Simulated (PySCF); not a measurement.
C4H9NSi.

```xyz
15

C      3.0800    -0.8486     0.1244
C      1.8767    -0.4989     0.5120
C      0.6588    -0.1445     0.8506
Si    -0.6772     0.2248    -0.4124
C     -2.1090    -0.9757    -0.2672
N     -1.2983     1.8090    -0.0553
H      3.3401    -1.9006    -0.0381
H      3.8630    -0.1001    -0.0412
H      0.4139    -0.0631     1.9217
H     -0.0331     0.0585    -1.7590
H     -2.5530    -0.9365     0.7404
H     -1.7740    -2.0076    -0.4574
H     -2.9024    -0.7438    -0.9974
H     -2.1736     2.0958    -0.4857
H     -0.6518     2.5935    -0.0425
```

The structure is a stationary point at r2SCAN-D4/def2-SVP. The structure was generated by enumeration; whether it is a known compound was not checked. One conformer was computed; it need not be the lowest.

Computed with PBE/pcSseg-1 (PySCF). Non-relativistic, no solvent.

Question: Give the absolute GIAO shielding of each atom: isotropic value and principal components (ppm). (Estimate from the structure and the level; the computed values follow.)

Answer: 
| atom | σ(iso) | σ11 | σ22 | σ33 | span |
|---|---|---|---|---|---|
| C1 | 111.1 | 27.7 | 145.0 | 160.7 | 133.0 |
| C2 | -44.0 | -77.9 | -70.9 | 16.9 | 94.8 |
| C3 | 96.4 | 14.0 | 121.1 | 153.9 | 139.9 |
| Si4 | 346.9 | 319.7 | 343.6 | 377.5 | 57.7 |
| C5 | 180.9 | 172.7 | 183.0 | 187.0 | 14.3 |
| N6 | 241.4 | 206.7 | 251.5 | 266.2 | 59.5 |
| H7 | 26.7 | 24.6 | 25.3 | 30.2 | 5.6 |
| H8 | 26.7 | 24.6 | 25.3 | 30.2 | 5.6 |
| H9 | 26.1 | 24.1 | 26.6 | 27.6 | 3.5 |
| H10 | 25.9 | 23.3 | 24.1 | 30.4 | 7.0 |
| H11 | 30.8 | 27.2 | 28.5 | 36.8 | 9.6 |
| H12 | 31.0 | 27.1 | 28.5 | 37.5 | 10.4 |
| H13 | 30.9 | 26.9 | 28.5 | 37.3 | 10.4 |
| H14 | 31.2 | 24.0 | 27.9 | 41.7 | 17.6 |
| H15 | 31.1 | 23.9 | 27.7 | 41.8 | 17.9 |
